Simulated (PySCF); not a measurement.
## TDDFT excited states: C5H9FSi2

Species: C5H9FSi2.
Numbering: `[CH:1]#[C:2][Si@@H:3]1[CH2:4][SiH2:5][C@H:6]([F:7])[CH2:8]1` (hydrogens: H9 on C1; H10 on Si3; H11, H12 on C4; H13, H14 on Si5; H15 on C6; H16, H17 on C8)

The calculation used TDDFT wB97X-D/def2-SVPD, vertical, gas phase, core orbitals frozen in the response (PySCF). One conformer (not necessarily the lowest) at the GFN2-xTB geometry, without solvent, vibrations or thermal averaging.

```tsv
state	E (eV)	E (kJ/mol)	λ (nm)	f	|μ| (D)	main configurations (H = HOMO, L = LUMO)
S1	6.16	594	201.3	0.0001	0.08	H-2→L (42%), H-1→L+1 (18%)
S2	6.40	617	193.8	0.0093	0.62	H-1→L (30%), H-2→L+1 (20%)
S3	6.41	618	193.5	0.0020	0.28	H-1→L+1 (34%), H-2→L (15%)
S4	7.26	700	170.9	0.011	0.62	H→L (52%), H→L+3 (20%), H→L+2 (10%)
S5	7.62	735	162.7	0.0067	0.48	H→L+1 (65%), H→L+2 (13%), H→L+4 (9%)
S6	7.79	752	159.1	0.118	2.00	H-3→L (48%), H-2→L (18%)
S7	7.84	756	158.2	0.023	0.89	H→L+3 (18%), H→L+4 (18%), H→L (16%)
S8	7.88	761	157.3	0.266	2.98	H-1→L (26%), H-2→L+1 (18%), H-4→L (9%)
```

Triplets (Tamm–Dancoff): T1 5.16 eV, H-1→L (31%), H-2→L+1 (19%); T2 5.67 eV, H-2→L (28%), H-1→L+1 (17%); T3 5.67 eV, H-2→L+1 (22%), H-1→L (21%).

The lowest singlet lies at 6.16 eV (201 nm, ultraviolet) and is dark (f under 0.0005); its leading configuration is HOMO-2→LUMO (42%). The strongest level in the table is S8 at 7.88 eV (157 nm, f = 0.266). It is the last of those listed, so stronger ones may follow. Löwdin shares by element: HOMO carbon 36% or more, fluorine 22%, silicon 18% or more (atoms not listed hold the other 24%); LUMO carbon 38% or more, silicon 26% (atoms not listed hold the other 36%). Orbital energies (eV): HOMO-3 -11.01, HOMO-2 -10.14, HOMO-1 -10.04, HOMO -9.97, LUMO 1.37, LUMO+1 1.58, LUMO+2 2.10. Weighted by f, the mean energy of these states is 7.80 eV. The listed states span 1.73 eV, and the widest gap between neighbours is 0.85 eV (S3 to S4). No computed singlet lies in the visible range (380 to 750 nm); the lowest, at 201 nm, stands 2.90 eV above its violet end (3.26 eV). Singlets were solved by full linear response, triplets in the Tamm–Dancoff approximation.
